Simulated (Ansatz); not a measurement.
`N#[C][Sn]([F])([Cl])[Cl]` and `[F][Sn]([Cl])([Cl])[Cl]` differ in one atom or group.

Ansatz, PBE0-D4/def2-TZVP geometries, multiplicity 1. 

Elements past krypton have def2 core potentials.

| property | `N#[C][Sn]([F])([Cl])[Cl]` |
| --- | --- |
| HOMO energy (PBE0/def2-TZVPP) / eV | -10.27 |
| HOMO energy (PBE/def2-TZVPP) / eV | -8.78 |
| LUMO energy (PBE/def2-TZVPP) / eV | -3.92 |
| ideal-gas entropy at 298 K and 1 bar (rigid rotor, harmonic PBE0-D4/def2-TZVP) / J/(mol·K) | 394 |
| size of the dipole moment (ωB97M-V/def2-TZVPP) / D | 2.07 |
| HOMO energy (ωB97M-V/def2-TZVPP) / eV | -12.54 |

Q: Give the same properties after the change, and the shifts. (Estimate.)

A: The calculation gave: 
```csv
property,`[F][Sn]([Cl])([Cl])[Cl]`,shift
HOMO energy (PBE0/def2-TZVPP) / eV,-9.95,0.32
HOMO energy (PBE/def2-TZVPP) / eV,-8.46,0.32
LUMO energy (PBE/def2-TZVPP) / eV,-4.11,-0.19
"ideal-gas entropy at 298 K and 1 bar (rigid rotor, harmonic PBE0-D4/def2-TZVP) / J/(mol·K)",369,-25
size of the dipole moment (ωB97M-V/def2-TZVPP) / D,1.16,-0.91
HOMO energy (ωB97M-V/def2-TZVPP) / eV,-12.22,0.32
```

With PBE0 the HOMO rises by 0.32 eV and the LUMO falls by 0.23 eV, so the gap narrows by about 0.55 eV. PBE moves the HOMO by 0.32 eV and ωB97M-V by 0.32 eV. The zero-point energy changes by -17.3 kJ/mol with -3 modes. Dipoles are sizes alone; their direction can turn.
